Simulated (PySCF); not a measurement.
C3H5FOSi, SMILES OC[Si@@H](F)C#C. Atoms are numbered in the order given.

```xyz
11

C      2.3272     0.4578    -1.1355
C      1.4086     0.2407    -0.3706
Si    -0.0409    -0.0699     0.7221
F      0.1540    -1.5142     1.4506
C     -1.5430    -0.0761    -0.4058
O     -1.5299     1.1454    -1.1367
H      3.1504     0.6482    -1.8046
H     -0.1086     0.9710     1.7731
H     -1.5619    -0.9679    -1.0626
H     -2.4769    -0.0972     0.1786
H     -0.7339     1.1552    -1.6836
```
Charge 0, spin multiplicity 1.

The structure is a stationary point at ωB97X-D3(BJ)/def2-SVP. The structure was generated by enumeration; whether it is a known compound was not checked. Other conformers were not sampled.

All values below come from HF/pcSseg-1 (PySCF).

GIAO shieldings, no solvent; atoms listed in one row are averaged. δ = σ(ref) − σ: ¹³C against TMS (σ = 192.6 ppm); ²⁹Si against TMS (σ = 393.8 ppm); ¹⁹F against CFCl3 (σ = 238.5 ppm); ¹⁷O against H2O (σ = 333.0 ppm); ¹H against TMS (σ = 31.99 ppm), references at their B3LYP-D3(BJ)/def2-TZVP geometries, non-relativistic.

```json
[
 {"nucleus": "¹³C", "atoms": "C1", "count": "1", "δ (ppm)": "110.7"},
 {"nucleus": "¹³C", "atoms": "C2", "count": "1", "δ (ppm)": "86.2"},
 {"nucleus": "¹³C", "atoms": "C5", "count": "1", "δ (ppm)": "46.4"},
 {"nucleus": "²⁹Si", "atoms": "Si3", "count": "1", "δ (ppm)": "-25.8"},
 {"nucleus": "¹⁹F", "atoms": "F4", "count": "1", "δ (ppm)": "-154.4"},
 {"nucleus": "¹⁷O", "atoms": "O6", "count": "1", "δ (ppm)": "-27.2"},
 {"nucleus": "¹H", "atoms": "H8", "count": "1", "δ (ppm)": "4.80"},
 {"nucleus": "¹H", "atoms": "H10", "count": "1", "δ (ppm)": "3.64"},
 {"nucleus": "¹H", "atoms": "H9", "count": "1", "δ (ppm)": "3.50"},
 {"nucleus": "¹H", "atoms": "H7", "count": "1", "δ (ppm)": "3.18"},
 {"nucleus": "¹H", "atoms": "H11", "count": "1", "δ (ppm)": "0.63"}
]
```
